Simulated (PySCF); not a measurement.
A geometry optimisation, step by step.

Species: C4H7IO.
Bonds: C1–C2, C2–O3 (double), C2–C4, C4–C5, C5–I6. Hydrogens: H7, H8, H9 on C1; H10, H11 on C4; H12, H13 on C5.

Computed by this run: PySCF, PBE0-D3(BJ)/def2-SVP geometry optimisation, gas phase, def2 core potentials past Kr; density fitting, grid level 1; the optimiser is geomeTRIC in internal coordinates, started from a GFN2-xTB structure with every atom displaced at random (about 0.01 Å). The frame can shift and turn from step to step; on so coarse a grid that alone can change the energy by a few meV, and forces under 0.02 eV/Å are noise.

Step 0: E = -14398.7544 eV, largest atomic force 2.149 eV/Å
```
atom  x, y, z in Å  |  force x, y, z in eV/Å
C1      2.054    0.143   -0.258   -1.152   1.030  -0.815
C2      0.696   -0.335   -0.759    1.097  -0.019   0.134
O3      0.566   -1.125   -1.663    0.006   0.134   0.105
C4     -0.463    0.256   -0.025   -1.963  -0.839  -0.253
C5     -1.794   -0.305   -0.590    0.725   0.979   0.533
I6     -3.514    0.517    0.441    0.142  -0.088  -0.044
H7      2.846   -0.293   -0.833    0.708  -0.416  -0.490
H8      2.170   -0.069    0.786    0.120  -0.314   1.011
H9      2.086    1.255   -0.348    0.072  -0.451  -0.015
H10    -0.467    1.339   -0.108    0.193   0.539   0.014
H11    -0.407    0.015    1.051    0.198   0.076  -0.022
H12    -1.833   -1.377   -0.457   -0.158  -0.534  -0.055
H13    -1.934   -0.037   -1.640    0.014  -0.096  -0.103
```

Step 1: E = -14398.8379 eV, largest atomic force 0.511 eV/Å
```
atom  x, y, z in Å  |  force x, y, z in eV/Å
C1      1.958    0.622   -0.341    0.304  -0.186   0.271
C2      0.785   -0.269   -0.621   -0.387   0.334   0.011
O3      0.883   -1.285   -1.258    0.064  -0.384  -0.213
C4     -0.557    0.179   -0.046    0.280   0.009   0.064
C5     -1.687   -0.673   -0.559   -0.192  -0.122  -0.003
I6     -3.574   -0.173    0.365    0.017   0.028  -0.003
H7      2.838    0.248   -0.889   -0.126   0.106   0.094
H8      2.166    0.588    0.749    0.009   0.149  -0.251
H9      1.736    1.661   -0.619    0.047   0.056   0.046
H10    -0.705    1.254   -0.256   -0.051  -0.142  -0.023
H11    -0.467    0.109    1.052   -0.056   0.005   0.031
H12    -1.540   -1.745   -0.356    0.073   0.177  -0.026
H13    -1.848   -0.540   -1.635    0.018  -0.029   0.003
```

Step 2: E = -14398.8488 eV, largest atomic force 0.148 eV/Å
```
atom  x, y, z in Å  |  force x, y, z in eV/Å
C1      1.963    0.622   -0.332   -0.013  -0.084   0.040
C2      0.781   -0.265   -0.635   -0.042   0.035   0.076
O3      0.886   -1.283   -1.275   -0.009   0.026  -0.038
C4     -0.559    0.172   -0.052    0.148  -0.012  -0.005
C5     -1.694   -0.679   -0.560   -0.092  -0.020   0.004
I6     -3.574   -0.166    0.371    0.029   0.003  -0.013
H7      2.845    0.256   -0.873   -0.013   0.008  -0.006
H8      2.171    0.601    0.751   -0.020   0.029  -0.025
H9      1.754    1.667   -0.603    0.004   0.023  -0.005
H10    -0.720    1.241   -0.267   -0.014   0.004  -0.012
H11    -0.474    0.105    1.048   -0.004   0.010  -0.012
H12    -1.535   -1.742   -0.350    0.012  -0.012  -0.002
H13    -1.856   -0.556   -1.637    0.015  -0.011  -0.001
```

Step 3: E = -14398.8503 eV, largest atomic force 0.043 eV/Å
```
atom  x, y, z in Å  |  force x, y, z in eV/Å
C1      1.961    0.623   -0.326   -0.013  -0.023  -0.004
C2      0.780   -0.262   -0.637   -0.008   0.009   0.027
O3      0.885   -1.273   -1.289    0.003   0.036  -0.021
C4     -0.557    0.171   -0.055    0.029  -0.031  -0.003
C5     -1.693   -0.685   -0.559   -0.012   0.008   0.009
I6     -3.569   -0.163    0.365   -0.006   0.003   0.001
H7      2.843    0.261   -0.866    0.013  -0.005  -0.008
H8      2.165    0.602    0.756   -0.008   0.006   0.023
H9      1.754    1.670   -0.593   -0.003  -0.003  -0.012
H10    -0.723    1.238   -0.274   -0.010   0.012  -0.008
H11    -0.474    0.108    1.045   -0.001   0.015  -0.002
H12    -1.531   -1.746   -0.343    0.001  -0.019   0.003
H13    -1.853   -0.569   -1.638    0.015  -0.007  -0.004
```

Step 4: E = -14398.8517 eV, largest atomic force 0.131 eV/Å
```
atom  x, y, z in Å  |  force x, y, z in eV/Å
C1      1.959    0.625   -0.313   -0.018   0.082   0.004
C2      0.778   -0.250   -0.642    0.110  -0.040  -0.058
O3      0.890   -1.244   -1.319   -0.061   0.007  -0.006
C4     -0.559    0.171   -0.061   -0.103  -0.040   0.019
C5     -1.690   -0.699   -0.558    0.071   0.027   0.004
I6     -3.569   -0.167    0.352   -0.009  -0.008  -0.001
H7      2.844    0.268   -0.852    0.013  -0.018   0.002
H8      2.154    0.602    0.770    0.006  -0.011   0.044
H9      1.757    1.676   -0.575   -0.003  -0.014  -0.012
H10    -0.737    1.234   -0.289    0.002   0.009  -0.006
H11    -0.478    0.118    1.039    0.012   0.019   0.004
H12    -1.521   -1.757   -0.327   -0.020  -0.008   0.010
H13    -1.841   -0.601   -1.639    0.000  -0.004  -0.004
```

Step 5: E = -14398.8530 eV, largest atomic force 0.215 eV/Å
```
atom  x, y, z in Å  |  force x, y, z in eV/Å
C1      1.954    0.632   -0.293    0.034   0.051  -0.042
C2      0.778   -0.236   -0.655    0.015  -0.062  -0.070
O3      0.882   -1.209   -1.364    0.061   0.045   0.011
C4     -0.558    0.170   -0.071   -0.205  -0.007   0.066
C5     -1.681   -0.719   -0.556    0.116   0.029  -0.008
I6     -3.567   -0.178    0.333   -0.016  -0.013   0.000
H7      2.847    0.281   -0.824    0.024  -0.010   0.018
H8      2.130    0.602    0.793    0.006  -0.031   0.023
H9      1.756    1.685   -0.549   -0.009  -0.029  -0.017
H10    -0.750    1.229   -0.313    0.005   0.000  -0.003
H11    -0.476    0.134    1.029    0.016   0.017   0.006
H12    -1.505   -1.771   -0.303   -0.032   0.011   0.015
H13    -1.823   -0.644   -1.640   -0.015  -0.001   0.001
```

Step 6: E = -14398.8545 eV, largest atomic force 0.136 eV/Å
```
atom  x, y, z in Å  |  force x, y, z in eV/Å
C1      1.954    0.637   -0.284    0.015   0.044  -0.012
C2      0.778   -0.225   -0.662    0.032  -0.048  -0.062
O3      0.886   -1.185   -1.388    0.016   0.028   0.014
C4     -0.562    0.171   -0.075   -0.128  -0.004   0.047
C5     -1.677   -0.730   -0.554    0.092   0.010  -0.018
I6     -3.569   -0.194    0.320   -0.037  -0.003   0.011
H7      2.851    0.285   -0.808    0.010  -0.007   0.014
H8      2.119    0.599    0.804    0.005  -0.017   0.007
H9      1.761    1.691   -0.538   -0.003  -0.016  -0.009
H10    -0.764    1.227   -0.325    0.007  -0.004  -0.009
H11    -0.478    0.147    1.025    0.012   0.005   0.001
H12    -1.497   -1.778   -0.288   -0.017   0.009   0.011
H13    -1.815   -0.669   -1.640   -0.006   0.001   0.003
```

Step 7: E = -14398.8557 eV, largest atomic force 0.023 eV/Å
```
atom  x, y, z in Å  |  force x, y, z in eV/Å
C1      1.952    0.646   -0.270   -0.006   0.005   0.009
C2      0.778   -0.207   -0.675    0.008  -0.009  -0.013
O3      0.891   -1.145   -1.427   -0.010   0.000   0.003
C4     -0.568    0.173   -0.082   -0.009   0.015   0.016
C5     -1.667   -0.749   -0.551    0.002  -0.005  -0.004
I6     -3.578   -0.226    0.302    0.016  -0.005  -0.007
H7      2.857    0.294   -0.781   -0.002   0.001   0.001
H8      2.100    0.596    0.820    0.002   0.005  -0.004
H9      1.768    1.702   -0.521    0.002   0.002   0.002
H10    -0.785    1.223   -0.346    0.004  -0.004  -0.009
H11    -0.480    0.167    1.018    0.003  -0.009  -0.003
H12    -1.481   -1.790   -0.262   -0.003   0.001   0.007
H13    -1.799   -0.711   -1.638   -0.006   0.005   0.003
```

Step 8: E = -14398.8557 eV, largest atomic force under 0.02 eV/Å
```
atom  x, y, z in Å  |  force x, y, z in eV/Å
C1      1.951    0.649   -0.269   -0.002  -0.003   0.001
C2      0.778   -0.204   -0.678    0.001  -0.002   0.001
O3      0.891   -1.139   -1.433   -0.001   0.001   0.001
C4     -0.569    0.173   -0.083    0.005   0.010   0.005
C5     -1.665   -0.753   -0.550    0.000  -0.009  -0.006
I6     -3.576   -0.232    0.299   -0.007   0.001   0.003
H7      2.857    0.298   -0.778   -0.001   0.002  -0.001
H8      2.096    0.598    0.822    0.000   0.003  -0.003
H9      1.767    1.705   -0.518    0.000   0.003   0.000
H10    -0.788    1.222   -0.350    0.001  -0.003  -0.004
H11    -0.479    0.168    1.017    0.001  -0.005  -0.002
H12    -1.477   -1.793   -0.257    0.003   0.001   0.001
H13    -1.797   -0.718   -1.637    0.000   0.001   0.001
```

**Question.** Summarise the path.

**Answer.** The energy falls by 2.34 kcal/mol from step 0 to step 8; nine tenths of that is first reached at step 2. It falls at every step. The largest force goes from 2.149 to under 0.02 eV/Å. Among the bonds C4–C5 changes most, from 1.551 to 1.509 Å; the atoms move by 0.030 Å rms after alignment.

The cost below is that of the whole optimisation. Time: 67 s; peak memory 0.57 GiB. Hardware: an Intel Xeon Platinum 8488C with one thread, no GPU, on a shared host.
